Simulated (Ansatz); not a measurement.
**Cost against result**

Saddle point of SiH3Cl2OF, singlet (SiH₂Cl₂O ([OH][SiH]([Cl])[Cl]) + HF → SiHCl₂F ([F][SiH]([Cl])[Cl]) + H₂O; bonds formed: Si1–F7, O2–H6; bonds broken: Si1–O2, H6–F7), PBE0-D4/def2-TZVP structure:

```
atom    x (Å)    y (Å)    z (Å)
 Si1  -0.3704  -0.3488  -0.3068
  O2   0.8517   0.3979   0.7378
 Cl3   0.4222  -1.1065  -2.0143
 Cl4  -0.5096  -2.0583   0.9156
  H5  -1.7837   0.0374  -0.2784
  H6   0.6264   1.3321   0.1382
  F7  -0.0407   1.4589  -0.8842
  H8   0.8041   0.2875   1.6922
```

Barriers are electronic and count from the start structure reached by relaxing down the imaginary mode.

Computed with Ansatz 0.2.0 (basis: as named in each row); correlated methods freeze the cores. B3LYP uses VWN-RPA correlation. Extrapolation: Hartree–Fock as exp(−7.88 √X), correlation as X^−2.97.

Times are rough, for one single point on 4 threads of a shared host (Intel Xeon).

The estimate by CCSD(T) at an estimated basis limit (MP2 extrapolated from triple and quadruple zeta, plus CCSD(T) − MP2 in triple zeta) is 1.100 eV.

```csv
method,basis,time (s),barrier (eV),method less estimate
HF,STO-3G,under 1,0.936,-0.164
PBE-D4,STO-3G,under 1,-1.045,-2.145
SPW92,def2-SVP,under 1,0.107,-0.992
PBE-D4,def2-SVP,under 1,0.485,-0.615
B3LYP-D4,6-31G,1,0.372,-0.727
PBE0-D4,def2-SVP,1,0.666,-0.433
SPW92,def2-TZVPP,2,0.479,-0.620
PBE-D4,def2-TZVPP,2,0.850,-0.249
BLYP-D4,def2-TZVPP,3,1.013,-0.087
r2SCAN-D4,def2-TZVPP,4,0.895,-0.205
B3LYP-D4,def2-TZVPP,4,1.081,-0.019
BHLYP-D4,def2-TZVPP,4,1.200,0.101
wB97M-V,def2-SVP,4,0.626,-0.473
CCSD(T),def2-SVP,4,0.994,-0.106
PBE0-D4,def2-TZVPP,4,0.971,-0.128
CAM-B3LYP-D4,def2-TZVPP,4,1.023,-0.076
r2SCAN0-D4,def2-TZVPP,5,0.988,-0.111
RPA on PBE,def2-TZVPP,6,1.101,0.001
B2PLYP,def2-TZVPP,6,1.106,0.007
B97M-V,def2-TZVPP,6,1.037,-0.062
PBE-QIDH,def2-TZVPP,6,1.048,-0.052
wB97X-V,def2-TZVPP,8,1.000,-0.099
wB97M-V,def2-TZVPP,8,0.959,-0.140
MP2,def2-QZVPP,19,1.068,-0.031
CCSD(T),def2-TZVPP,99,1.115,0.015
```

All methods are single points on the PBE0-D4 structures; a negative value means that the method puts the saddle structure below the start.

T1 diagnostic: at most 0.011.

Steps of this kind, hydrogen fluoride cutting a network bond, underlie vapour etching and the fluorination step of atomic layer etching.

Labels in which every atom is bracketed show which atoms are joined, not bond orders.
